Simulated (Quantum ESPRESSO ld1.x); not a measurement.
Question: Radial electron density D(r) = 4 pi r^2 rho(r) of an atom or ion with 28 electrons. All-electron calculation, Dirac Kohn-Sham, PBE, spin-unpolarised, spherical densities, point nucleus. Program: ld1.x of Quantum ESPRESSO 7.5.

r (bohr),D(r) (e/bohr)
0.001179,4.497
0.001499,6.646
0.001921,9.839
0.002442,14.19
0.003105,20.11
0.003947,27.88
0.005017,37.61
0.006429,49.39
0.008173,61.47
0.01039,72.46
0.01321,80.00
0.01679,82.05
0.02152,78.38
0.02735,72.89
0.03477,72.13
0.04421,80.97
0.0562,95.88
0.07202,104.0
0.09155,95.04
0.1164,78.58
0.148,74.86
0.1881,83.84
0.2391,79.74
0.3064,50.11
0.3895,19.01
0.4952,3.883
0.6295,0.3714
0.8002,0.01379
1.025,0.0001328

What is the nuclear charge?

Answer: Z = 61. The innermost maximum, from 1s, lies near gamma/Z bohr with gamma = sqrt(1 - (Z/c)^2) = 0.895, here 0.0147 bohr (found: 0.0161), and its height grows with Z. The density is that of the promethium ion Pm33+ in [Ar] 3d10; the configuration itself is not fixed sharply by these data, and Z only to a few units. D(r) has 3 maxima, at r = 0.0161, 0.0714, 0.205 bohr, and minima at 0.0318, 0.138 bohr, inside which lie 2.04, 11.35 electrons.
